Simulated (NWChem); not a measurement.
System: CH$_{2}$GaNO; SMILES O=C=[N][GaH2]

Output (shortened):

```
             Northwest Computational Chemistry Package (NWChem) 7.3.0
             --------------------------------------------------------

 CS  symmetry detected

                             Geometry "geometry" -> ""
                             -------------------------

 Output coordinates in angstroms (scale by  1.889725989 to convert to a.u.)

  No.       Tag          Charge          X              Y              Z
 ---- ---------------- ---------- -------------- -------------- --------------
    1 Ga                  31.0000     0.05556744    -1.13214829     0.00000000
    2 H                    1.0000     1.60423408    -1.37521265     0.00000000
    3 H                    1.0000    -1.12380119    -2.15613200     0.00000000
    4 N                    7.0000    -0.49382701     0.64456946     0.00000000
    5 C                    6.0000    -0.09174005     1.78773360     0.00000000
    6 O                    8.0000     0.22552575     2.92369424     0.00000000

 Effective nuclear repulsion energy (a.u.)     207.1412087485

      Symmetry information
      --------------------

 Group name             Cs
 Group number              2
 Group order               2
 No. of unique centers     6

                                 NWChem DFT Module
                                 -----------------

 Summary of "ao basis" -> "ao basis" (spherical)
 ------------------------------------------------------------------------------
       Tag                 Description            Shells   Functions and Types
 ---------------- ------------------------------  ------  ---------------------
 Ga                         def2-svp                12       32   5s4p3d
 H                          def2-svp                 3        5   2s1p
 N                          def2-svp                 6       14   3s2p1d
 C                          def2-svp                 6       14   3s2p1d
 O                          def2-svp                 6       14   3s2p1d

      Symmetry analysis of basis
      --------------------------

        a'         60
        a"         24

            General Information
            -------------------
          SCF calculation type: DFT
          Wavefunction type:  closed shell.
          No. of atoms     :     6
          No. of electrons :    54
           Alpha electrons :    27
            Beta electrons :    27
          Charge           :     0
          Spin multiplicity:     1
          Use of symmetry is: on ; symmetry adaption is: on
          Maximum number of iterations: 150
          AO basis - number of functions:    84
                     number of shells:    36
          Convergence on energy requested:  1.00D-06
          Convergence on density requested:  1.00D-05
          Convergence on gradient requested:  5.00D-04

              XC Information
              --------------
                          N12 Method XC Functional
                           N12 Exchange Functional  1.000
                         N12 Correlation Potential  1.000

             Grid Information
             ----------------
          Grid used for XC integration:  medium
          Radial quadrature: Mura-Knowles
          Angular quadrature: Lebedev.
          Tag              B.-S. Rad. Rad. Pts. Rad. Cut. Ang. Pts.
          ---              ---------- --------- --------- ---------
          Ga                  1.30      112           9.0       590
          H                   0.35       45          11.0       434
          N                   0.65       49           8.0       434
          C                   0.70       49          11.0       434
          O                   0.60       49          13.0       434
          Grid pruning is: on
          Number of quadrature shells:   349
          Spatial weights used:  Erf1

      Superposition of Atomic Density Guess
      -------------------------------------

 Sum of atomic energies:       -2090.53456507

      Non-variational initial energy
      ------------------------------

 Total energy =   -2091.955036
 1-e energy   =   -3324.868621
 2-e energy   =    1025.772376
 HOMO         =      -0.341506
 LUMO         =      -0.005493

      Symmetry analysis of molecular orbitals - initial
      -------------------------------------------------

  Numbering of irreducible representations:

     1 a'          2 a"

  Orbital symmetries:

     1 a'          2 a'          3 a'          4 a'          5 a"
     6 a'          7 a'          8 a'          9 a'         10 a'
    11 a'         12 a"         13 a'         14 a'         15 a'
    16 a'         17 a'         18 a"         19 a"         20 a'
    21 a'         22 a"         23 a'         24 a'         25 a'
    26 a"         27 a'         28 a"         29 a'         30 a'
    31 a'         32 a"         33 a'         34 a'         35 a'
    36 a'         37 a"

     ---------------------------------------------
      Total Density - Mulliken Population Analysis
     ---------------------------------------------

    Atom       Charge   Shell Charges
 -----------   ------   -------------------------------------------------------
    1 Ga  31    30.13   2.00  2.00  2.00  0.95  0.22  6.00  5.98  0.62  0.32  8.09  1.84  0.13
    2 H    1     1.17   0.68  0.48  0.01
    3 H    1     1.16   0.68  0.47  0.01
    4 N    7     7.77   1.99  1.08  0.50  2.52  1.66  0.02
    5 C    6     5.18   1.99  0.90  0.15  1.50  0.54  0.11
    6 O    8     8.58   1.99  1.13  0.64  2.99  1.82  0.01

   convergence    iter        energy       DeltaE   RMS-Dens  Diis-err
 ---------------- ----- ----------------- --------- --------- ---------
 d= 0,ls=0.0,diis     1  -2094.6371098178 -2.30D+03  1.93D-02  9.86D-01
 d= 0,ls=0.0,diis     2  -2094.4586047848  1.79D-01  1.19D-02  2.92D+00
 d= 0,ls=0.0,diis     3  -2094.7263506336 -2.68D-01  5.21D-03  2.44D-01
 d= 0,ls=0.0,diis     4  -2094.7256789411  6.72D-04  3.34D-03  2.21D-01
 d= 0,ls=0.0,diis     5  -2094.7490311445 -2.34D-02  8.21D-04  1.02D-02
  Resetting Diis
 d= 0,ls=0.0,diis     6  -2094.7501922997 -1.16D-03  1.27D-04  5.88D-04
 d= 0,ls=0.0,diis     7  -2094.7502313933 -3.91D-05  9.79D-05  1.56D-05
 d= 0,ls=0.0,diis     8  -2094.7502175930  1.38D-05  7.48D-05  1.45D-04
 d= 0,ls=0.0,diis     9  -2094.7502328557 -1.53D-05  1.52D-05  2.73D-06
 d= 0,ls=0.0,diis    10  -2094.7502331735 -3.18D-07  3.65D-06  1.70D-07

         Total DFT energy =    -2094.750233173512
      One electron energy =    -3328.223401640212
           Coulomb energy =     1124.177857041273
    Exchange-Corr. energy =      -97.845897323049
 Nuclear repulsion energy =      207.141208748476

 Numeric. integr. density =       54.000016609041

                  Occupations of the irreducible representations
                  ----------------------------------------------

                     irrep           alpha         beta
                     --------     --------     --------
                     a'               21.0         21.0
                     a"                6.0          6.0

                       DFT Final Molecular Orbital Analysis
                       ------------------------------------

 Vector   25  Occ=2.000000D+00  E=-2.945499D-01  Symmetry=a'
              MO Center= -9.5D-02, -1.0D+00,  3.6D-15, r^2= 4.1D+00
   Bfn.  Coefficient  Atom+Function         Bfn.  Coefficient  Atom+Function
  ----- ------------  ---------------      ----- ------------  ---------------
    38      0.335532  3 H  s                 12     -0.272927  1 Ga px
    33     -0.255226  2 H  s                 74      0.197531  6 O  px
    39      0.173326  3 H  s                  9      0.155259  1 Ga px
    46      0.148815  4 N  px                13     -0.139790  1 Ga py
    15     -0.133713  1 Ga px                34     -0.133347  2 H  s

 Vector   26  Occ=2.000000D+00  E=-2.576690D-01  Symmetry=a"
              MO Center= -1.8D-01,  1.4D+00, -4.5D-16, r^2= 2.3D+00
   Bfn.  Coefficient  Atom+Function         Bfn.  Coefficient  Atom+Function
  ----- ------------  ---------------      ----- ------------  ---------------
    48      0.457432  4 N  pz                76      0.425367  6 O  pz
    51     -0.335329  4 N  pz                79      0.289382  6 O  pz
    14     -0.110429  1 Ga pz                17     -0.096140  1 Ga pz
    62     -0.078472  5 C  pz                11      0.059940  1 Ga pz
    67      0.051488  5 C  d -1              19      0.047017  1 Ga d -1

 Vector   27  Occ=2.000000D+00  E=-2.474268D-01  Symmetry=a'
              MO Center= -8.9D-02,  9.3D-01, -2.9D-15, r^2= 3.7D+00
   Bfn.  Coefficient  Atom+Function         Bfn.  Coefficient  Atom+Function
  ----- ------------  ---------------      ----- ------------  ---------------
    46      0.427754  4 N  px                74      0.363322  6 O  px
    49     -0.308928  4 N  px                77      0.252644  6 O  px
    33      0.192087  2 H  s                 34      0.172757  2 H  s
    39     -0.124642  3 H  s                 38     -0.117253  3 H  s
    75     -0.112530  6 O  py                12      0.108321  1 Ga px

 Vector   28  Occ=0.000000D+00  E=-9.146580D-02  Symmetry=a"
              MO Center=  6.4D-02, -8.7D-01, -3.6D-15, r^2= 4.2D+00
   Bfn.  Coefficient  Atom+Function         Bfn.  Coefficient  Atom+Function
  ----- ------------  ---------------      ----- ------------  ---------------
    17      0.630277  1 Ga pz                14      0.473308  1 Ga pz
    11     -0.225557  1 Ga pz                62     -0.193907  5 C  pz
    76      0.152020  6 O  pz                65     -0.145566  5 C  pz
    79      0.136459  6 O  pz                48      0.092652  4 N  pz
    51     -0.079171  4 N  pz                 8      0.072452  1 Ga pz

 Vector   29  Occ=0.000000D+00  E=-1.618152D-02  Symmetry=a'
              MO Center=  1.2D-01, -4.2D-01, -6.8D-16, r^2= 4.8D+00
   Bfn.  Coefficient  Atom+Function         Bfn.  Coefficient  Atom+Function
  ----- ------------  ---------------      ----- ------------  ---------------
     4      0.885885  1 Ga s                 34     -0.684190  2 H  s
     5      0.629781  1 Ga s                 39     -0.434531  3 H  s
    45     -0.381557  4 N  s                  3     -0.338011  1 Ga s
    60     -0.299492  5 C  px                16      0.247341  1 Ga py
    33     -0.237698  2 H  s                 64      0.213043  5 C  py

 Vector   30  Occ=0.000000D+00  E= 1.620239D-02  Symmetry=a'
              MO Center=  1.5D-01, -1.7D-01, -1.1D-14, r^2= 5.9D+00
   Bfn.  Coefficient  Atom+Function         Bfn.  Coefficient  Atom+Function
  ----- ------------  ---------------      ----- ------------  ---------------
    16      1.042517  1 Ga py                45     -0.493831  4 N  s
     4     -0.410146  1 Ga s                  5      0.405518  1 Ga s
    73     -0.384117  6 O  s                 39      0.333055  3 H  s
    59      0.333895  5 C  s                 34      0.287475  2 H  s
    63      0.255662  5 C  px                64      0.253346  5 C  py

     ---------------------------------------------
      Total Density - Mulliken Population Analysis
     ---------------------------------------------

    Atom       Charge   Shell Charges
 -----------   ------   -------------------------------------------------------
    1 Ga  31    30.63   2.00  2.00  1.99  1.16  0.10  6.00  5.99  0.92  0.39  8.13  1.74  0.22
    2 H    1     1.06   0.70  0.35  0.01
    3 H    1     1.05   0.70  0.34  0.01
    4 N    7     7.20   1.99  1.03  0.41  2.46  1.28  0.02
    5 C    6     5.94   1.99  0.94  0.11  2.03  0.76  0.11
    6 O    8     8.12   1.99  1.13  0.57  2.90  1.51  0.02

     -------------------------------------------
      Total Density - Lowdin Population Analysis
     -------------------------------------------

    Atom       Charge   Shell Charges
 -----------   ------   -------------------------------------------------------
    1 Ga  31    30.70   2.00  2.00  1.94  0.74  0.32  5.99  5.84  1.02  0.60  7.86  1.95  0.44
    2 H    1     1.06   0.60  0.44  0.02
    3 H    1     1.06   0.60  0.44  0.02
    4 N    7     7.18   1.97  0.77  0.46  2.28  1.67  0.04
    5 C    6     5.90   1.96  0.61  0.26  1.80  1.01  0.25
    6 O    8     8.09   1.97  0.93  0.63  2.74  1.78  0.04

     Multipole analysis of the density
     ---------------------------------

     L   x y z        total         alpha         beta         nuclear
     -   - - -        -----         -----         ----         -------
     0   0 0 0     -0.000000    -27.000000    -27.000000     54.000000

     1   1 0 0      0.148953      0.074476      0.074476     -0.000000
     1   0 1 0     -1.034815     -0.517407     -0.517407     -0.000000
     1   0 0 1     -0.000000     -0.000000     -0.000000      0.000000

     2   2 0 0    -25.646198    -23.708889    -23.708889     21.771580
     2   1 1 0     -0.702389     -0.939417     -0.939417      1.176445
     2   1 0 1      0.000000      0.000000      0.000000      0.000000
     2   0 2 0    -29.286242   -258.801803   -258.801803    488.317363
     2   0 1 1      0.000000      0.000000      0.000000      0.000000
     2   0 0 2    -22.293247    -11.146623    -11.146623      0.000000
```

Level: N12/def2-SVP. The geometry was optimised at B3LYP/6-31G* (spherical d).

**Question.** Reconstruct the input file.

**Answer.** One answer among several that fit: the input that was run:
```
start job
memory heap 200 mb stack 900 mb global 1100 mb
geometry units angstroms noautoz
  Ga    -0.000001    -0.001863    -1.126264
  H     -0.000005     1.536795    -1.426231
  H      0.000004    -1.218164    -2.106093
  N      0.000001    -0.485413     0.669492
  C      0.000000    -0.041474     1.797063
  O      0.000001     0.317436     2.920561
end
basis spherical
  * library def2-svp
end
dft
  xc n12
  iterations 150
  mulliken
end
task dft energy
```
